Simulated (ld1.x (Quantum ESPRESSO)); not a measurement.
Which change was made? (Ga, TM)

```
Element                 : gallium (Ga)
Generator               : ld1.x (Quantum ESPRESSO) 7.5
Type                    : norm-conserving Troullier–Martins (Kleinman–Bylander form)
Functional              : PBE
Relativity              : scalar-relativistic
Frozen core             : [Ar] 3d10
Valence charge          : 3
Reference configuration : 4s2 4p1
Partial waves           : 4s (bound): rc 1.55 bohr; 4p (bound): rc 2.05 bohr; 4d channel at -0.05 Ry: rc 2.15 bohr
Local potential         : all-electron potential smoothed inside 1.55 bohr (lloc = -1)
Core correction         : Bessel-smoothed model core inside 1.15 bohr
```

Cutoffs, loose and tight: the cutoffs (Ry, on a coarse ladder) from which the occupation-weighted sum of valence levels, in a spherical-Bessel basis at the reference potential, stays within 10 and 1 mRy of its value at 400 Ry. They do not see the model core or the augmentation charge, which bear on the density cutoff. Test errors are all-electron minus pseudo excitation energies from the reference, over the configurations 4s2 4p0; 4s1 4p0; 4s2 4p0.5; 4s1 4p1; 4s1 4p2; 4s2 4p1.3; 4s0 4p3; variants that change the core or the reference have their own tests.

The base gives: outcome: generated; cutoff, loose: 15 Ry; cutoff, tight: 40 Ry; bound ghosts: d; largest test error (meV): -168.

Question: After one change the result is: outcome: generated; cutoff, loose: 12 Ry; cutoff, tight: 30 Ry; bound ghosts: none; largest test error (meV): -188. Which change was it?
A. all radii but the core radius scaled by about 1.35 (s 2.10, p 2.78, d 2.90 bohr); local potential all-electron potential smoothed inside 2.10 bohr (lloc = -1)
B. all radii but the core radius scaled by about 0.76 (s 1.18, p 1.56, d 1.64 bohr); local potential all-electron potential smoothed inside 1.18 bohr (lloc = -1)
C. all radii but the core radius scaled by about 0.96 (s 1.48, p 1.96, d 2.06 bohr); local potential all-electron potential smoothed inside 1.48 bohr (lloc = -1)
D. all radii but the core radius scaled by about 1.17 (s 1.82, p 2.40, d 2.52 bohr); local potential all-electron potential smoothed inside 1.82 bohr (lloc = -1)

Answer: A. The others give: all radii but the core radius scaled by about 0.76 (s 1.18, p 1.56, d 1.64 bohr); local potential all-electron potential smoothed inside 1.18 bohr (lloc = -1) → outcome: generated; cutoff, loose: 90 Ry; cutoff, tight: 230 Ry; bound ghosts: d, s; largest test error (meV): -229 | all radii but the core radius scaled by about 0.96 (s 1.48, p 1.96, d 2.06 bohr); local potential all-electron potential smoothed inside 1.48 bohr (lloc = -1) → outcome: generated; cutoff, loose: 30 Ry; cutoff, tight: 70 Ry; bound ghosts: d; largest test error (meV): -159 | all radii but the core radius scaled by about 1.17 (s 1.82, p 2.40, d 2.52 bohr); local potential all-electron potential smoothed inside 1.82 bohr (lloc = -1) → outcome: generated; cutoff, loose: 15 Ry; cutoff, tight: 35 Ry; bound ghosts: none; largest test error (meV): -178.
